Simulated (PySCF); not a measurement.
A structure optimised at PBE0-D3(BJ)/def2-SVP, used in a PySCF frequency run:

```
Al
P 1 2.3324
H 2 1.4292 1 94.31
H 2 1.4294 3 94.73 1 -94.11
P 1 2.3324 2 119.97 3 51.42
H 5 1.4292 1 94.31 2 -51.42
H 5 1.4294 6 94.73 1 94.11
P 1 2.3331 2 119.89 3 -134.38
H 8 1.4295 1 93.71 2 -39.59
H 8 1.4295 9 94.76 1 94.04
```

### Question
Write its SMILES, formula and point group.

### Answer
[PH2][Al]([PH2])[PH2], AlH6P3, Cs

### Question
What are its rotational constants (standard atomic weights)?

### Answer
1.8162, 1.8021, 0.92197 GHz
